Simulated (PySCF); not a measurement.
Dipole response of Dy⁴⁵⁺ (dysprosium, charge +45)

[Ar] 3d3, high-spin 4F determinant. Computed with PySCF 2.14 in an even-tempered Gaussian basis (16 s from 9.2 bohr⁻², ratio 2.5; 10 p from 12 bohr⁻², ratio 2.5; 7 d from 12 bohr⁻², ratio 2.5; 4 f from 44 bohr⁻², ratio 2.7; 3 g from 66 bohr⁻², ratio 2.7), with the non-relativistic Hamiltonian (point nucleus). Coupled (time-dependent) response in atomic units; α is the mean over directions.

```csv
method,mean α (bohr³),C₆ (like pair),S(−4)
UHF,0.006826,0.0005777,5.113e-05
```

S(−4) is the Cauchy moment in α(ω) = α(0) + S(−4) ω² + …

Spin-orbit coupling is absent.

α(iu) at UHF:

```json
{"u (hartree)": "0", "α(iu) (bohr³)": "0.006825"}
{"u (hartree)": "2.00", "α(iu) (bohr³)": "0.006628"}
{"u (hartree)": "4.00", "α(iu) (bohr³)": "0.006115"}
{"u (hartree)": "8.00", "α(iu) (bohr³)": "0.004782"}
{"u (hartree)": "12.0", "α(iu) (bohr³)": "0.003690"}
{"u (hartree)": "16.0", "α(iu) (bohr³)": "0.002959"}
{"u (hartree)": "20.0", "α(iu) (bohr³)": "0.002481"}
{"u (hartree)": "30.0", "α(iu) (bohr³)": "0.001835"}
{"u (hartree)": "40.0", "α(iu) (bohr³)": "0.001505"}
{"u (hartree)": "60.0", "α(iu) (bohr³)": "0.001123"}
{"u (hartree)": "100", "α(iu) (bohr³)": "0.0007010"}
```

For an ion, C₆ is the dispersion term alone; charge-induced terms of lower order in 1/R come first.

A non-relativistic calculation at this Z misses sizeable relativistic shifts. Spin-orbit coupling is strong in this species (close to jj coupling), so the high-spin LS determinant is a model state, not a physical level.
